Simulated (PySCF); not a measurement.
Job file and geometry (Å, from GFN2-xTB) of an NMR shielding run on `CB(CSC)[C@@H](C)C=O`, C6H13BOS, GIAO PBE0/pcSseg-1 NMR shielding, non-relativistic, gas phase in PySCF 2.14.0, density-fitted response routines; density fitting, a coarse starting grid and PySCF grid level 2 are the driver's defaults:

```
$ OMP_NUM_THREADS=1 python probes_run.py task.json out

{"job": {"kind": "nmr", "xc": "PBE0", "basis": "pcSseg-1"}, "charge": 0, "multiplicity": 1}
C      2.542973     1.278120     0.338118
S      2.816459    -0.394804    -0.312600
C      1.315655    -1.243936     0.339620
B      0.035886    -0.590671    -0.309817
C     -0.177503    -0.659003    -1.859251
C     -1.033654     0.135556     0.637371
C     -2.012950     1.078055    -0.062789
C     -1.764805    -0.992661     1.306548
O     -2.882595    -1.347874     1.054090
H      1.673681     1.724437    -0.135412
H      2.412933     1.231481     1.415872
H      3.433260     1.851275     0.099721
H      1.464129    -2.276710     0.021653
H      1.387067    -1.211262     1.427804
H      0.661525    -1.098236    -2.393546
H     -0.377380     0.316056    -2.300206
H     -1.061239    -1.261354    -2.073684
H     -0.500959     0.670556     1.431393
H     -1.480450     1.868209    -0.586361
H     -2.618186     0.527160    -0.776732
H     -2.682780     1.533845     0.663772
H     -1.161474    -1.519639     2.073589
```

**Question.** What does the program print?

**Answer.** 
```
coarse grid: 18376 points
cycle   1  E = -733.9095363017  dE =  9.054e-01  |g| = 8.365e-01  |ddm| = 4.115e+00
cycle   2  E = -733.5397751311  dE =  3.698e-01  |g| = 1.612e+00  |ddm| = 2.332e+00
cycle   3  E = -734.0493252322  dE = -5.096e-01  |g| = 2.220e-01  |ddm| = 1.816e+00
cycle   4  E = -734.0601622400  dE = -1.084e-02  |g| = 6.447e-02  |ddm| = 2.401e-01
cycle   5  E = -734.0610943279  dE = -9.321e-04  |g| = 1.561e-02  |ddm| = 7.687e-02
cycle   6  E = -734.0611523652  dE = -5.804e-05  |g| = 5.112e-03  |ddm| = 2.369e-02
cycle   7  E = -734.0611583530  dE = -5.988e-06  |g| = 1.336e-03  |ddm| = 6.345e-03
final grid: 171248 points
cycle   8  E = -734.1247203041  dE = -3.664e-05  |g| = 1.473e-02  |ddm| = 3.860e-02
cycle   9  E = -734.1246269903  dE =  9.331e-05  |g| = 2.632e-02  |ddm| = 3.074e-02
cycle  10  E = -734.1247638482  dE = -1.369e-04  |g| = 3.552e-03  |ddm| = 2.198e-02
cycle  11  E = -734.1247664426  dE = -2.594e-06  |g| = 2.618e-04  |ddm| = 2.801e-03
cycle  12  E = -734.1247664595  dE = -1.689e-08  |g| = 1.283e-04  |ddm| = 5.399e-04
cycle  13  E = -734.1247664637  dE = -4.209e-09  |g| = 2.706e-05  |ddm| = 1.630e-04
cycle  14  E = -734.1247664638  dE = -1.676e-10  |g| = 6.639e-06  |ddm| = 2.977e-05
converged SCF energy = -734.1247664638

GIAO shielding tensors (ppm)
atom      isotropic    diamagn.    paramagn.     s11        s22        s33       span
  0 C      165.099     252.190     -87.091    149.903    162.590    182.804     32.901
  1 S      544.754    1055.669    -510.915    419.389    450.829    764.043    344.654
  2 C      151.740     254.089    -102.348    143.404    147.842    163.975     20.571
  3 B       14.159     188.556    -174.397    -43.474    -26.820    112.772    156.246
  4 C      175.523     253.169     -77.646    152.717    181.672    192.180     39.463
  5 C      119.020     253.598    -134.577     67.744    126.781    162.535     94.791
  6 C      175.279     246.753     -71.474    165.960    175.425    184.451     18.491
  7 C      -16.344     251.456    -267.800   -110.975    -33.434     95.378    206.353
  8 O     -364.755     397.022    -761.777  -1032.798   -445.891    384.424   1417.222
  9 H       29.820      32.928      -3.107     23.771     29.771     35.919     12.148
 10 H       29.640      31.180      -1.540     25.726     27.121     36.074     10.348
 11 H       29.856      28.658       1.198     24.902     26.382     38.285     13.383
 12 H       29.690      31.348      -1.658     25.798     26.593     36.679     10.881
 13 H       28.813      33.036      -4.223     24.413     27.437     34.589     10.176
 14 H       30.172      31.083      -0.911     25.569     30.523     34.423      8.854
 15 H       30.704      31.645      -0.941     26.911     30.173     35.028      8.117
 16 H       31.132      30.903       0.229     26.194     29.902     37.299     11.105
 17 H       28.525      34.385      -5.859     25.330     28.735     31.510      6.180
 18 H       30.892      31.308      -0.415     26.823     29.881     35.973      9.150
 19 H       29.761      31.272      -1.511     26.538     27.986     34.759      8.222
 20 H       30.685      29.492       1.193     26.099     28.003     37.953     11.853
 21 H       21.483      29.986      -8.503     18.534     20.346     25.570      7.036
```

Size and cost of the density-fitted run: 225 basis functions, 58 s wall time on 1 thread of an Arm Neoverse V2, shared host; peak memory 1 GiB.
